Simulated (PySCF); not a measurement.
## Calculated NMR parameters of C=C[C@@H](C)[C@@H](F)C(=O)F

| Property | Result |
| --- | --- |
| Formula | C6H8F2O |
| SMILES | C=C[C@@H](C)[C@@H](F)C(=O)F |
| Point group of the computed structure | C1 |
| Degrees of unsaturation | 2 |
| Carbon signals | 6 |
| Proton signals | 6 |

Molfile (atoms numbered from 1):
```
C6H8F2O
     RDKit          3D

 17 16  0  0  0  0  0  0  0  0999 V2000
    1.6815   -1.3825   -0.3282 C   0  0  0  0  0  0  0  0  0  0  0  0
    0.8591   -0.3673   -0.5058 C   0  0  0  0  0  0  0  0  0  0  0  0
    0.1762    0.3592    0.6190 C   0  0  1  0  0  0  0  0  0  0  0  0
    0.5449    1.8425    0.6189 C   0  0  0  0  0  0  0  0  0  0  0  0
   -1.3557    0.1993    0.4780 C   0  0  1  0  0  0  0  0  0  0  0  0
   -1.8033    0.7943   -0.6725 F   0  0  0  0  0  0  0  0  0  0  0  0
   -1.7172   -1.2616    0.4419 C   0  0  0  0  0  0  0  0  0  0  0  0
   -2.1391   -1.9312   -0.4248 O   0  0  0  0  0  0  0  0  0  0  0  0
   -1.4552   -1.8117    1.6671 F   0  0  0  0  0  0  0  0  0  0  0  0
    1.9200   -1.7553    0.6552 H   0  0  0  0  0  0  0  0  0  0  0  0
    2.1524   -1.8827   -1.1560 H   0  0  0  0  0  0  0  0  0  0  0  0
    0.6223   -0.0033   -1.4959 H   0  0  0  0  0  0  0  0  0  0  0  0
    0.4605   -0.0919    1.5751 H   0  0  0  0  0  0  0  0  0  0  0  0
    1.6247    1.9476    0.6814 H   0  0  0  0  0  0  0  0  0  0  0  0
    0.0937    2.3515    1.4677 H   0  0  0  0  0  0  0  0  0  0  0  0
    0.2020    2.3172   -0.2969 H   0  0  0  0  0  0  0  0  0  0  0  0
   -1.8737    0.6878    1.3154 H   0  0  0  0  0  0  0  0  0  0  0  0
  1  2  2  0
  2  3  1  0
  3  4  1  0
  3  5  1  0
  5  6  1  0
  5  7  1  0
  7  8  2  0
  7  9  1  0
  1 10  1  0
  1 11  1  0
  2 12  1  0
  3 13  1  1
  4 14  1  0
  4 15  1  0
  4 16  1  0
  5 17  1  1
M  END
```

- coordinates at the GFN2-xTB level
- shieldings: GIAO PBE0/pcSseg-1
- code: PySCF
- non-relativistic, a single conformation, no solvent model, averaged over atoms made equivalent by symmetry, fast rotation or ring inversion

References, each an isolated molecule treated in the same way: 1H (σ = 31.72 ppm), 13C (σ = 186.93 ppm) vs TMS; CFCl3 for 19F (σ = 170.95 ppm); H2O for 17O (σ = 336.08 ppm).

```tsv
carbon	δC, type	δH (multiplicity)	HMBC from (2–3 bonds)	span of the C tensor (ppm)
C1	125.8, CH2	H10 5.56 (m); H11 5.49 (m)	H12, H13	211
C2	145.1, CH	6.25 (m)	H10, H11, H17, H13, H14/H15/H16	243
C3	49.0, CH	2.59 (m)	H12, H10, H11, H17, H14/H15/H16	18
C4	19.2, CH3	1.40 (d)	H12, H17, H13	38
C5	94.4, CH	5.12 (m)	H12, H13, H14/H15/H16	65
C7	167.8, C	–	H17, H13	223
```

Other nuclei:
| atoms | nucleus | environment | δ (ppm) | σ (ppm) |
| --- | --- | --- | --- | --- |
| F9 | 19F | fluorine bonded to C | 33.2 | 137.7 |
| F6 | 19F | fluorine on an sp3 carbon | -235.7 | 406.7 |
| O8 | 17O | carbonyl oxygen | 456.9 | -120.9 |

Carbon types of the structure: 1 × C, 3 × CH, 1 × CH2, 1 × CH3, which accounts for all hydrogens. δC 167.8: carbonyl carbon. δC 145.1: alkene CH; as expected for a trigonal carbon in a double bond. δC 125.8: terminal =CH2 carbon; the olefinic region. δC 94.4: sp3 CH bonded to F, α to a carbonyl; deshielded by the electronegative neighbour. δH 5.12: hydrogen on an sp3 CH bonded to F, α to a carbonyl; its carbon carries F, hence the downfield position.

Splittings by 19F in the carbon and heteronuclear signals aren't shown, as no couplings were computed. Shifts are as computed. Against solution values, carbons near 30 ppm lie about +3 ppm off and those near 130 ppm about +5 ppm. Of 1211 compounds with measured shifts, 218 miss one by over three times the rms of a fit or turn the order of signals round; such compounds aren't used in these exercises. Unscaled 19F shifts against computed CFCl3 carry errors that often reach 10 to 50 ppm. Unscaled 17O shifts of doubly bonded oxygen tend to come out too high, by tens of ppm or more. Experimental scales use liquid or dissolved standards, which lie at an offset from isolated H2O (liquid H2O: subtract about 36 ppm). No couplings were computed; multiplicities are counted from neighbouring protons, with m where these are inequivalent, close in shift, in a saturated or five-membered ring or joined by F or P, and br s for small geminal =CH2 splittings.
